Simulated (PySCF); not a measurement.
Electron correlation in Pb (lead, neutral)

[Xe] 4f14 5d10 6s1 6p2 7s1, high-spin 5P determinant (an excited configuration). Computed with PySCF 2.14 in aug-cc-pwCVTZ-PP with ECP60MDF, with a scalar-relativistic core potential. Frozen: 5s2 5p6 5d10; 4 electrons correlated.

MP2 pair energies summed by pair of shells (mhartree):

```json
{"pair": "6p-7s", "energy": "-5.02", "share (%)": "39.7"}
{"pair": "6p-6p", "energy": "-3.60", "share (%)": "28.4"}
{"pair": "6s-6p", "energy": "-3.20", "share (%)": "25.2"}
{"pair": "6s-7s", "energy": "-0.85", "share (%)": "6.7"}
```

Total MP2 correlation energy: -12.67 mhartree.

Same-spin part -12.67 and opposite-spin part 0.00 mhartree; SCS-MP2 scales them by 1/3 and 6/5 to -4.22 mhartree.

Spin-orbit coupling is strong in this species, so the high-spin LS determinant is a model state.
